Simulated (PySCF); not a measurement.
Record of a relaxation.

Compound: C₇H₁₁F.
Atom-mapped SMILES: `[CH3:1][CH2:2][C:3]#[C:4][CH2:5][CH2:6][CH2:7][F:8]` (hydrogens: H9, H10, H11 on C1; H12, H13 on C2; H14, H15 on C5; H16, H17 on C6; H18, H19 on C7)

Method: PBE0-D3(BJ)/def2-SVP geometry optimisation, gas phase (PySCF 2.14.0); density fitting, grid level 1; the optimiser is geomeTRIC in internal coordinates, started from a GFN2-xTB structure. The frame can shift and turn from step to step; on so coarse a grid that alone can change the energy by a few meV, and forces under 0.02 eV/Å are noise.

Step 0: E = -10135.0058 eV, largest atomic force 1.274 eV/Å
```
atom  x, y, z in Å  |  force x, y, z in eV/Å
C1      2.413    1.552   -0.671    0.136  -0.440  -0.205
C2      2.352    0.095   -1.132   -0.291   0.418   0.284
C3      1.097   -0.522   -0.744    1.132   0.364  -0.402
C4      0.052   -1.009   -0.415   -1.093  -0.617   0.218
C5     -1.214   -1.581    0.005    0.132   0.293   0.416
C6     -1.767   -0.861    1.240   -0.114   0.547  -0.646
C7     -2.154    0.575    0.922   -0.354  -0.389   0.001
F8     -3.258    0.604    0.100   -0.139  -0.178  -0.200
H9      2.321    1.611    0.411   -0.034   0.069   0.400
H10     1.604    2.126   -1.117   -0.293   0.244  -0.142
H11     3.360    1.999   -0.965    0.368   0.246  -0.088
H12     2.451    0.045   -2.220    0.148  -0.069  -0.281
H13     3.179   -0.469   -0.690    0.271  -0.161  -0.006
H14    -1.936   -1.501   -0.813   -0.252  -0.084  -0.174
H15    -1.069   -2.641    0.232   -0.055  -0.316  -0.015
H16    -1.015   -0.844    2.031    0.219  -0.075   0.275
H17    -2.649   -1.390    1.607   -0.255  -0.114   0.201
H18    -2.427    1.130    1.825    0.139   0.124   0.302
H19    -1.350    1.092    0.388    0.336   0.138   0.061
```

Step 1: E = -10135.0730 eV, largest atomic force 0.129 eV/Å
```
atom  x, y, z in Å  |  force x, y, z in eV/Å
C1      2.500    1.564   -0.719   -0.036   0.076   0.039
C2      2.391    0.109   -1.164    0.103  -0.055  -0.048
C3      1.137   -0.520   -0.769   -0.009   0.019  -0.029
C4      0.081   -1.016   -0.436    0.001   0.001   0.029
C5     -1.181   -1.583    0.021   -0.079  -0.048  -0.056
C6     -1.755   -0.855    1.240   -0.052  -0.057   0.088
C7     -2.206    0.551    0.927    0.116   0.034  -0.045
F8     -3.252    0.520    0.031    0.054   0.012   0.027
H9      2.422    1.646    0.376    0.006   0.006  -0.028
H10     1.692    2.169   -1.159    0.025  -0.007   0.016
H11     3.462    2.001   -1.027   -0.013  -0.024  -0.004
H12     2.498    0.045   -2.263   -0.005  -0.009   0.051
H13     3.233   -0.473   -0.747   -0.039   0.023  -0.033
H14    -1.924   -1.544   -0.796    0.033  -0.018   0.044
H15    -1.038   -2.652    0.258   -0.008   0.038   0.002
H16    -0.997   -0.819    2.041   -0.048   0.024  -0.029
H17    -2.619   -1.418    1.634    0.052   0.003  -0.027
H18    -2.538    1.073    1.840   -0.038  -0.016  -0.015
H19    -1.377    1.128    0.475   -0.064   0.000   0.018
```

Step 2: E = -10135.0758 eV, largest atomic force 0.029 eV/Å
```
atom  x, y, z in Å  |  force x, y, z in eV/Å
C1      2.503    1.569   -0.724   -0.008   0.007   0.004
C2      2.392    0.111   -1.165    0.011  -0.002   0.004
C3      1.138   -0.517   -0.763   -0.022   0.006  -0.017
C4      0.083   -1.015   -0.427    0.014  -0.001   0.024
C5     -1.181   -1.586    0.025   -0.012  -0.003  -0.015
C6     -1.765   -0.862    1.242   -0.009   0.001   0.002
C7     -2.200    0.550    0.930    0.021   0.008  -0.001
F8     -3.223    0.532    0.010    0.002   0.005  -0.020
H9      2.433    1.656    0.370    0.004  -0.004  -0.002
H10     1.694    2.175   -1.160    0.001  -0.004  -0.002
H11     3.464    2.001   -1.042    0.002  -0.003  -0.004
H12     2.492    0.043   -2.262   -0.002   0.002   0.002
H13     3.235   -0.470   -0.751   -0.003   0.001  -0.003
H14    -1.918   -1.546   -0.795   -0.004  -0.011   0.006
H15    -1.040   -2.654    0.262    0.013   0.003   0.003
H16    -1.022   -0.830    2.055    0.007  -0.007  -0.005
H17    -2.635   -1.426    1.617   -0.002   0.013  -0.001
H18    -2.556    1.064    1.838   -0.018  -0.007   0.004
H19    -1.364    1.131    0.503    0.005  -0.006   0.019
```

Step 3: E = -10135.0776 eV, largest atomic force 0.068 eV/Å
```
atom  x, y, z in Å  |  force x, y, z in eV/Å
C1      2.499    1.576   -0.734    0.017  -0.037  -0.022
C2      2.389    0.114   -1.165   -0.053   0.026   0.033
C3      1.138   -0.516   -0.751   -0.010   0.001  -0.012
C4      0.087   -1.017   -0.410    0.011  -0.004   0.015
C5     -1.180   -1.591    0.032    0.022   0.028   0.015
C6     -1.781   -0.871    1.243    0.017   0.029  -0.055
C7     -2.184    0.551    0.936   -0.041  -0.005   0.019
F8     -3.162    0.564   -0.032   -0.017  -0.003  -0.015
H9      2.440    1.670    0.360    0.001  -0.004   0.016
H10     1.686    2.177   -1.167   -0.014   0.003  -0.009
H11     3.457    2.005   -1.064    0.007   0.014   0.000
H12     2.480    0.039   -2.261    0.001   0.005  -0.031
H13     3.235   -0.462   -0.755    0.022  -0.015   0.018
H14    -1.907   -1.550   -0.795   -0.026  -0.007  -0.021
H15    -1.042   -2.659    0.269    0.026  -0.017   0.006
H16    -1.061   -0.855    2.076    0.037  -0.028   0.010
H17    -2.666   -1.429    1.588   -0.038   0.011   0.019
H18    -2.578    1.052    1.836   -0.006  -0.001   0.003
H19    -1.324    1.129    0.558    0.043   0.007   0.013
```

Step 4: E = -10135.0783 eV, largest atomic force 0.049 eV/Å
```
atom  x, y, z in Å  |  force x, y, z in eV/Å
C1      2.496    1.580   -0.743    0.015  -0.031  -0.018
C2      2.386    0.115   -1.166   -0.039   0.019   0.023
C3      1.137   -0.515   -0.747   -0.001  -0.001  -0.007
C4      0.089   -1.018   -0.402    0.002   0.003   0.004
C5     -1.179   -1.594    0.035    0.009   0.026   0.011
C6     -1.789   -0.876    1.243    0.018   0.021  -0.038
C7     -2.175    0.552    0.944   -0.033  -0.009   0.013
F8     -3.129    0.585   -0.047   -0.015  -0.004  -0.013
H9      2.441    1.679    0.351   -0.001  -0.001   0.011
H10     1.680    2.176   -1.177   -0.011   0.004  -0.004
H11     3.451    2.009   -1.080    0.004   0.010   0.001
H12     2.475    0.035   -2.263    0.002   0.002  -0.021
H13     3.235   -0.458   -0.756    0.015  -0.010   0.012
H14    -1.903   -1.555   -0.796   -0.015  -0.006  -0.015
H15    -1.038   -2.661    0.273    0.017  -0.011   0.006
H16    -1.077   -0.873    2.084    0.024  -0.022   0.009
H17    -2.682   -1.428    1.574   -0.024   0.007   0.015
H18    -2.590    1.044    1.840    0.005  -0.001   0.005
H19    -1.301    1.130    0.597    0.026   0.006   0.006
```

Step 5: E = -10135.0785 eV, largest atomic force under 0.02 eV/Å
```
atom  x, y, z in Å  |  force x, y, z in eV/Å
C1      2.495    1.581   -0.751    0.003  -0.005  -0.003
C2      2.384    0.116   -1.169   -0.005   0.002   0.001
C3      1.135   -0.512   -0.750    0.002  -0.002  -0.003
C4      0.088   -1.015   -0.402   -0.004   0.009  -0.004
C5     -1.178   -1.594    0.035   -0.007   0.004  -0.002
C6     -1.789   -0.877    1.244    0.006   0.000  -0.003
C7     -2.175    0.552    0.951   -0.002  -0.003   0.002
F8     -3.126    0.589   -0.044    0.004  -0.001   0.003
H9      2.440    1.683    0.343   -0.001   0.001   0.001
H10     1.680    2.176   -1.186   -0.002   0.002   0.002
H11     3.451    2.010   -1.087   -0.001   0.001   0.000
H12     2.475    0.034   -2.266    0.002  -0.001  -0.001
H13     3.233   -0.457   -0.755   -0.001  -0.001   0.000
H14    -1.903   -1.559   -0.796    0.001  -0.004   0.000
H15    -1.032   -2.660    0.275    0.003  -0.001   0.003
H16    -1.075   -0.881    2.084    0.000  -0.004   0.001
H17    -2.684   -1.428    1.575    0.000   0.000   0.003
H18    -2.593    1.038    1.849    0.003   0.001   0.002
H19    -1.298    1.132    0.612   -0.001   0.002  -0.001
```

Question: Summarise the path.

Answer: The energy falls by 7.02 kJ/mol from step 0 to step 5; nine tenths of that is first reached at step 1. It falls at every step. The largest force goes from 1.274 to under 0.02 eV/Å. Among the bonds C3≡C4 changes most, from 1.199 to 1.213 Å; the atoms move by 0.108 Å rms after alignment.

The cost below is that of the whole optimisation. The run took 50 s wall on an Arm Neoverse V1 with one thread, no GPU, shared host, and the process peaked at 0.72 GiB of memory.
